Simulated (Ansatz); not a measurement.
Method: frozen-core CCSD(T)/cc-pVTZ // PBE-D3(BJ)/def2-TZVP in Ansatz (an electronic-structure program).

Ansatz 0.2 input:
```yaml
crystal:
  periodic: [false, false, false]
  atoms:
    - { symbol: F, position_ang: [-0.277156, -0.898445, -2.372586] }
    - { symbol: Si, position_ang: [-0.164965, -0.792655, -0.746187] }
    - { symbol: Si, position_ang: [-1.851862, 0.630486, 0.068018] }
    - { symbol: Si, position_ang: [1.978141, -0.024633, -0.153467] }
    - { symbol: H, position_ang: [-0.370378, -2.174076, -0.197906] }
    - { symbol: H, position_ang: [-3.214954, 0.137903, -0.303337] }
    - { symbol: H, position_ang: [-1.736077, 0.665665, 1.560764] }
    - { symbol: H, position_ang: [-1.669976, 2.017465, -0.461453] }
    - { symbol: H, position_ang: [2.20837, 1.354135, -0.685575] }
    - { symbol: H, position_ang: [2.048819, 0.018205, 1.341914] }
    - { symbol: H, position_ang: [3.050032, -0.934055, -0.665883] }
basis:
  gaussian: { orbitals: cc-pVTZ }
correlation:
  method: ccsd_t
```

Output:

```
Functional definition: HF
1325 factors; integrals over basis functions are off by at most 1.1e-3 eV
mean field evaluation 1: about -26404.0310 eV, gradient 2.9e1 eV
mean field evaluation 2: about -26404.2741 eV, gradient 3.0e1 eV
mean field evaluation 4: about -26406.9282 eV, gradient 3.5e0 eV
mean field evaluation 8: about -26407.0012 eV, gradient 1.4e-1 eV
mean field evaluation 16: about -26406.0428 eV, gradient 1.9e1 eV
mean field -26407.00131964 eV, -970.4393991882 hartree, gradient 7.5e-6 eV, S^2 0.000000; 0 other end points of the search recorded, 0 dependent functions left out
16 core orbitals not correlated
reference -26407.00131964 eV, -970.4393991882 hartree; 13, 13 occupied and 201, 201 virtual orbitals, 1325 factors
second order -17.08703131 eV of doubles, -0.00000000 eV of singles
cycle   1  -18.13363514 eV  change    -1.0e0 eV  update   1.0e-1
cycle   2  -18.68642703 eV  change   -5.5e-1 eV  update   3.4e-2
cycle   3  -18.79758405 eV  change   -1.1e-1 eV  update   1.7e-2
cycle   4  -18.78659845 eV  change    1.1e-2 eV  update   4.1e-3
cycle   5  -18.78489329 eV  change    1.7e-3 eV  update   1.6e-3
cycle   6  -18.78504980 eV  change   -1.6e-4 eV  update   4.6e-4
cycle   7  -18.78472485 eV  change    3.2e-4 eV  update   1.5e-4
cycle   8  -18.78468735 eV  change    3.7e-5 eV  update   4.4e-5
cycle   9  -18.78471890 eV  change   -3.2e-5 eV  update   1.7e-5
perturbative correction -0.60077977 eV, -0.0220782494 hartree
Total energy: -26426.38681831 eV, -971.1518031244 hartree
```

Cost: roughly 5 core-minutes.
